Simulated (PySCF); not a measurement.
Cr(O)4, SMILES [O]=[Cr-2](=[O])(=[O])=[O] (CrO4 (anion, charge -2)) at its B3LYP/def2-SVP optimised geometry (Å):

```
5

Cr    -0.5460    -0.7723     0.0000
O     -1.0927    -1.5446     1.3376
O     -1.0925     0.7723     0.0000
O     -1.0917    -1.5454    -1.3375
O      1.0925    -0.7723     0.0000
```

Computed with B3LYP/def2-TZVPD (PySCF).

Map of the electron localisation function on the plane z = 0.8 Å:

```
|000000000000000000000000000|
|000000000000000000000000000|
|000000000000000000000000000|
|000000000000000000000000000|
|000000111111100000000000000|
|000001123332210000000000000|
|000012344554321000000000000|
|000123466766431000000000000|
|000124678887631000000000000|
|000135689998631000000000000|
|000135789998630000111000000|
|000124688987520012222110000|
|000012467764210135543210000|
|000001123321001367765321000|
|000000011111001588876431000|
|000001122112102689987531000|
|000012455322112699987531000|
|000135788743112589987531000|
|001246899985211478876421000|
|001246899998521246654321000|
|000236899998620123443210000|
|000124689998520001222100000|
|000113567776420000111000000|
|000012345554310000000000000|
|000001123332210000000000000|
|000000011111100000000000000|
|000000000000000000000000000|
```
Scale: ten equal steps from 0.000 (start of '0') to 0.828 (end of '9'), in the order '0123456789'; x runs from -3.50 to 3.50, y from -3.50 (bottom) to 3.50 (top).
